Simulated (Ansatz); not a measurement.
Molecule: sum formula SiH$_{2}$F, net charge 0, doublet state. It need not be the lowest isomer of its formula. SMILES: F[SiH2]
Geometry from a B3LYP-D3(BJ)/def2-TZVP (Ansatz, a quantum-chemistry and plane-wave program) optimisation:
```xyz
4

Si    -0.5385     0.0714     0.0610
F      1.0565     0.0226    -0.1590
H     -1.1564    -0.8876    -0.8929
H     -0.8130    -0.3159     1.4703
```
Charge 0, spin multiplicity 2.

Atomisation energy built up term by term with Ansatz (kcal/mol; UHF references for open shells; valence terms freeze the core; atomic spin-orbit terms are left out). CBS(X,Y): correlation extrapolated as X^-3; Hartree-Fock from the larger set (for Q and 5 zeta extrapolated as (X+1)exp(-9√X)).

| term | basis | kcal/mol |
|---|---|---|
| Hartree-Fock | CBS(cc-pV(Q+d)Z,cc-pV(5+d)Z) | ___ |
| CCSD correlation | CBS(cc-pV(Q+d)Z,cc-pV(5+d)Z) | ___ |
| (T) | CBS(cc-pV(Q+d)Z,cc-pV(5+d)Z) | 3.28 |
| CCSDT - CCSD(T) | cc-pV(D+d)Z | 0.06 |
| core correlation | cc-pwCVTZ | -0.30 |
| scalar relativity (X2C) | cc-pVTZ-DK against cc-pVTZ | -0.82 |
| sum: De |  | ___ |

Problem. Some entries are withheld; supply them.

Solution. 
- Hartree-Fock, kcal/mol: 217.50
- CCSD correlation, kcal/mol: 62.99
- sum: De, kcal/mol: 282.7
